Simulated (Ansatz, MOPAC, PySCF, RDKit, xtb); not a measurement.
Dimer: SiH4 (SMILES [SiH4]) (first 5 atoms) with CH6Si (SMILES C[SiH3]); geometry from B3LYP-D3(BJ)/def2-TZVP, rigid monomers moved along the line of their centres of mass till Si1···H8 is 2.85 Å.
(charge 0, multiplicity 1):
| atom | x (Å) | y (Å) | z (Å) |
|---|---|---|---|
| Si | 0.0159 | -0.3016 | 0.1916 |
| H | -1.1782 | -0.1975 | 1.0594 |
| H | -0.3660 | -0.0324 | -1.2129 |
| H | 0.5767 | -1.6682 | 0.2968 |
| H | 1.0314 | 0.6802 | 0.6308 |
| C | 0.8315 | -0.7964 | 3.7203 |
| Si | -0.3853 | 0.6103 | 3.9689 |
| H | 0.6493 | -1.3195 | 2.7804 |
| H | 0.7458 | -1.5253 | 4.5285 |
| H | 1.8578 | -0.4256 | 3.7073 |
| H | -0.2163 | 1.6462 | 2.9224 |
| H | -0.1701 | 1.2467 | 5.2918 |
| H | -1.7805 | 0.1109 | 3.9121 |

```
level                         interaction energy (kcal/mol)  cost
----------------------------  -----------------------------  ----
MMFF94                                                 4.64     -
PM3                                                   -0.53     -
PM7                                                    5.82     -
GFN1-xTB                                              -2.44     -
HF/STO-3G (no counterpoise)                            2.55     -
HF/3-21G (no counterpoise)                             1.74     -
HF/6-31G*                                              3.29     -
HF/6-31G* (no counterpoise)                            2.97     -
HF/aug-cc-pV(D+d)Z                                     3.15     -
PBE/def2-TZVPPD                                        0.84    ×1
PBE-D4/def2-TZVPPD                                    -1.04    ×1
r2SCAN/def2-TZVPPD                                     0.17    ×1
r2SCAN-D3(BJ)/def2-TZVPPD                             -0.55    ×1
r2SCAN-D4/def2-TZVPPD                                 -0.44    ×1
PBE0/def2-TZVPPD                                       0.81    ×1
PBE0-D3(BJ)/def2-TZVPPD                               -1.03    ×1
MP2/6-31G* (no counterpoise)                           0.81     -
SCS-MP2/aug-cc-pV(D+d)Z                                0.81     -
CCSD/aug-cc-pV(D+d)Z                                   0.46     -
CCSD(T)/aug-cc-pV(D+d)Z                                0.06    ×8
```

The rows run from -2.44 (GFN1-xTB) to 5.82 kcal/mol (PM7). In aug-cc-pV(D+d)Z the value moves HF 3.15, CCSD 0.46, CCSD(T) 0.06, a shift of -3.09 from HF to CCSD(T). The dispersion term adds -1.89 in PBE-D4, -0.73 in r2SCAN-D3(BJ), -0.61 in r2SCAN-D4. The 3 functionals in def2-TZVPPD without D3 or D4 span 0.67, from r2SCAN to PBE.

Monomers are frozen at their geometry in the pair; levels with a basis set take the counterpoise correction. Rows marked so take none.

Cores are frozen in the correlated methods. Rows in 3-21G, 6-31G*, STO-3G carry no dispersion term and start afresh at each structure (6-31G* with six Cartesian d functions). MP2/6-31G* freezes PySCF's default core. The state reached by PM3, PM7 isn't checked; PM7 holds dispersion and hydrogen-bond terms.

Programs: Ansatz (a first-principles code) with Gaussian orbitals; MOPAC for PM3, PM7 (differences of heats of formation); PySCF for 3-21G rows, 6-31G* rows, STO-3G rows, the dispersion terms; RDKit for the force fields; xtb for the GFN methods. Each number belongs to the level named beside it.

Costs are rough ratios of core time to PBE/def2-TZVPPD (about 8 s over the structures, on one shared machine); a dash marks a level with no comparable run of its own.
